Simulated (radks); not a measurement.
Values are calculated unless marked as measured or tabulated.
Question: Neutral praseodymium: order these configurations by energy. Level of theory: scalar-relativistic Kohn-Sham, r2SCAN, spin-polarised, spherical densities, finite nucleus; meta-GGA in the generalised Kohn-Sham scheme; Fermi nuclear charge, rms radius of each element as measured or else 0.836 A^(1/3) + 0.57 fm (a radial shooting solver on a logarithmic mesh with Libxc functionals). Open shells are filled with parallel spins first. [Xe] 4f2 5d1 6s2; [Xe] 4f2 6s2 6p1; [Xe] 4f3 5d1 6s1; [Xe] 4f3 6s1 6p1; [Xe] 4f3 6s2.

Answer: From the lowest, in eV above it: [Xe] 4f3 6s2 0.000; [Xe] 4f3 5d1 6s1 0.721; [Xe] 4f3 6s1 6p1 1.374; [Xe] 4f2 5d1 6s2 1.492; [Xe] 4f2 6s2 6p1 3.807.
